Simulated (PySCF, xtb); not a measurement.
I2Zr, SMILES [Zr]([I])[I], multiplicity 1.

GFN2-xTB in xtb at its own geometry gives an orbital gap of 0.28 eV and a dipole moment of 0.00 D.

Coordinates come from a B3LYP-D3(BJ)/def2-SVP optimisation. A frequency run showed that this geometry is not a minimum. The multiplicity is an assumed one; other spin states were not compared. The def2 effective core potentials stand for the cores of I, Zr; spin–orbit coupling is left out.

What does PySCF with PBE/def2-TZVPD give? (An estimate is asked for; the answer gives what the named calculation found.)

gap 0.07 eV (levels -4.76 and -4.69 eV), dipole 0.00 D.
